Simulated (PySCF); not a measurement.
F2OTa, charge +1, singlet, geometry from GFN2-xTB (such geometries of metal compounds can be far from the true shape) (the multiplicity is a formal guess) (core potentials on Ta). Base run: DF-M062X/def2-SV(P) in PySCF.

PySCF was given this input:
```python
from pyscf import gto, scf, dft

mol = gto.M(
    atom='''
Ta    0.111238    0.174881    0.068895
O     1.320454   -0.965334   -0.491876
F    -0.962111   -0.846788    1.254884
F    -1.113889    0.286381   -1.376473
''',
    basis='def2-sv(p)',
    ecp={'Ta': 'def2-sv(p)'},
    charge=1,
    spin=0,
    verbose=4,
)

mf = dft.RKS(mol)
mf.xc = 'm062x'
mf = mf.density_fit(auxbasis='def2-universal-jkfit')
mf.kernel()
```

Variants of this job, named by their change:

| change | basis functions | E (Eh) | HOMO (eV) | HOMO-LUMO gap (eV) | core-seconds (rough) |
|---|---|---|---|---|---|
| base | 67 | -331.26797 | -18.36 | 8.19 | 8 |
| basis = LANL2DZ | 49 | -332.30619 | -18.82 | 8.02 | 6 |
| basis = def2-SVP | 74 | -331.30605 | -18.25 | 8.25 | 9 |
| basis = def2-SVPD | 104 | -331.32601 | -18.31 | 8.15 | 10 |
| basis = def2-TZVP | 133 | -331.65990 | -18.24 | 8.09 | 20 |
| basis = def2-TZVPP | 149 | -331.66868 | -18.22 | 8.10 | 20 |
| basis = def2-TZVPD | 163 | -331.66441 | -18.21 | 8.08 | 20 |
| basis = def2-QZVP | 243 | -331.68976 | -18.20 | 8.09 | 30 |
| basis = def2-QZVPP | 252 | -331.69020 | -18.19 | 8.09 | 30 |

Totals compare only among sets that treat the same electrons; sets with core potentials leave the core out.
